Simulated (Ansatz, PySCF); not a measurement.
Process, species as SMILES: FB(Cl)Cl [dichloro(fluoro)borane] → Cl[B]Cl + F atom (the B-F bond at the site shown breaks; other sites are not compared here)
Structures are relaxed separately at B3LYP-D3(BJ)/def2-TZVP in Ansatz (a program for electronic structure). Frequencies are from Ansatz or PySCF.

Wanted: bond dissociation energy (enthalpy at 298 K, with B3LYP-D3(BJ) rigid-rotor harmonic-oscillator terms), in kcal/mol. Cores are frozen in the correlated levels unless marked. UHF or UKS for open shells. No spin-orbit coupling. No relativistic terms. CBS marks a two-point X^-3 extrapolation of the correlation energy; Hartree-Fock from the larger set.

```json
[
 {"level": "SVWN5/def2-TZVPD", "program": "Ansatz", "bond dissociation energy (kcal/mol)": "188.3"},
 {"level": "revPBE/def2-TZVPD", "program": "Ansatz", "bond dissociation energy (kcal/mol)": "157.2"},
 {"level": "B3LYP-D3(BJ)/def2-TZVPD", "program": "Ansatz + dftd3", "bond dissociation energy (kcal/mol)": "161.4"},
 {"level": "PBE0/def2-SVP", "program": "Ansatz", "bond dissociation energy (kcal/mol)": "164.8"}
]
```

Estimate the value at CCSD(T)/CBS(cc-pV(T+d)Z,cc-pV(Q+d)Z) as computed with Ansatz.

166.3 kcal/mol, so PBE0/def2-SVP differs from it by -1.5 kcal/mol.
